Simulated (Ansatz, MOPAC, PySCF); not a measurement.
Constitutional and geometric isomers with formula CH5BSi. Gas-phase values, no solvent. One relaxed conformer stands for each flexible species; it need not be the lowest. Strings in code marks are SMILES.

Quantity: electronic energy of isomers of CH5BSi relative to `[H]/B=C\[SiH3]`, in kJ/mol. The restricted reference of `[H]/B=[SiH]/C` and `CB=[SiH2]` is unstable towards unrestricted orbitals. Semi-empirical values (MOPAC) are differences of heats of formation.

Level 1: frozen-core MP2/cc-pVQZ // r2SCAN-D4/def2-TZVP (Ansatz, an electronic-structure program)
Level 2: BP86/6-31G* // r2SCAN-D4/def2-TZVP (PySCF)
Level 3: PBE/6-31G* // r2SCAN-D4/def2-TZVP (PySCF)
Level 4: AM1 // r2SCAN-D4/def2-TZVP (MOPAC)

```json
[
 {"species": "`[H]/B=[SiH]/C`", "level 2": "103.4", "level 3": "100.8", "level 4": "-1.73"},
 {"species": "`CB=[SiH2]`", "level 2": "53.3", "level 3": "50.3", "level 4": "0.02"},
 {"species": "`B1C[SiH2]1`", "level 2": "20.17", "level 3": "13.46", "level 4": "27.17"}
]
```

Task: What does level 1 give for each, and how far do the other levels lie from it on average?

Result: 
- `[H]/B=[SiH]/C`: 134.5
- `CB=[SiH2]`: 104.9
- `B1C[SiH2]1`: 40.69
Mean absolute difference from level 1, which has limits of its own, over these rows (drawn at random from the members that have all these levels): level 2 34.38 kJ/mol, level 3 38.48 kJ/mol, level 4 84.9 kJ/mol.
